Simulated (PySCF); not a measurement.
Be(Cl)(OSiH3) (BeClH₃OSi), SMILES [SiH3][O][Be][Cl]. Heavy atoms are numbered as in [Be:1]([Cl:2])[O:3][SiH3:4]. Hydrogens are named by the atom that carries them.

Coordinates come from a PBE0-D3(BJ)/def2-SVP optimisation. One conformer was computed; it need not be the lowest.

Calculation: KT2/pcSseg-2 (PySCF).

GIAO shieldings, no solvent; atoms alike by connectivity are averaged. δ = σ(ref) − σ: ³⁵Cl against HCl (σ = 945.0 ppm); ¹⁷O against H2O (σ = 324.0 ppm); ²⁹Si against TMS (σ = 351.7 ppm); ¹H against TMS (σ = 31.47 ppm), references at their B3LYP-D3(BJ)/def2-TZVP geometries, non-relativistic (without spin–orbit terms, shifts of atoms bonded to Cl or Br come out too high).

| nucleus | atoms | count | δ (ppm) |
|---|---|---|---|
| ³⁵Cl | Cl2 | 1 | -86.2 |
| ¹⁷O | O3 | 1 | 34.0 |
| ²⁹Si | Si4 (SiH3) | 1 | -38.3 |
| ¹H | H on Si4 | 3 | 5.62 |
